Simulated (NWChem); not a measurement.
# Si₂NH₇ cation, doublet; SMILES of the neutral closed-shell parent [SiH3]N[SiH3]

```xyz
10

Si     1.6770     0.0000     0.1511
N      0.0000     0.0000    -0.5968
Si    -1.6770     0.0000     0.1511
H      2.2830     1.2382    -0.4128
H      1.4633     0.0000     1.6138
H      2.2830    -1.2382    -0.4128
H      0.0000     0.0000    -1.6283
H     -2.2830    -1.2382    -0.4128
H     -2.2830     1.2382    -0.4128
H     -1.4633     0.0000     1.6138
```
Atoms are numbered in this order, from 1.

Program: NWChem. Spin-unrestricted. Medium grid unless said otherwise, to which SCAN and Minnesota functionals are sensitive. In the optimisation the excess spin sits in b (C2, its own frame). The geometry was optimised at PBE0/def2-SVP, spin-unrestricted. This spin state was assumed; another may lie lower. No stability test was run on the SCF state. Total energies of different functionals are on different scales.

```json
[
 {"level": "B3LYP/def2-SVP", "energy (Ha)": "-637.4625", "highest occupied level (eV)": "-14.26", "lowest empty minus highest occupied level, either spin (eV)": "3.44", "<S²>": "0.756"},
 {"level": "PBE/def2-SVP", "energy (Ha)": "-637.0314", "highest occupied level (eV)": "-12.95", "lowest empty minus highest occupied level, either spin (eV)": "___", "<S²>": "0.754"},
 {"level": "MN15-L/def2-SVP", "energy (Ha)": "-637.1804", "highest occupied level (eV)": "-13.53", "lowest empty minus highest occupied level, either spin (eV)": "2.18", "<S²>": "0.758"},
 {"level": "N12/def2-SVP", "energy (Ha)": "-637.3166", "highest occupied level (eV)": "-12.91", "lowest empty minus highest occupied level, either spin (eV)": "1.67", "<S²>": "0.757"},
 {"level": "r2SCAN0/def2-SVP", "energy (Ha)": "-637.3135", "highest occupied level (eV)": "-14.86", "lowest empty minus highest occupied level, either spin (eV)": "4.68", "<S²>": "0.759"},
 {"level": "revPBE/def2-SVP", "energy (Ha)": "-637.2771", "highest occupied level (eV)": "-12.97", "lowest empty minus highest occupied level, either spin (eV)": "1.47", "<S²>": "0.754"},
 {"level": "B97-2/def2-SVP", "energy (Ha)": "-637.4227", "highest occupied level (eV)": "-14.25", "lowest empty minus highest occupied level, either spin (eV)": "3.51", "<S²>": "0.756"},
 {"level": "PBE0/def2-SVP", "energy (Ha)": "-637.0976", "highest occupied level (eV)": "-14.53", "lowest empty minus highest occupied level, either spin (eV)": "4.03", "<S²>": "0.756"}
]
```

Problem. What belongs in the gaps?

Solution. 
- PBE/def2-SVP, lowest empty minus highest occupied level, either spin (eV): 1.41
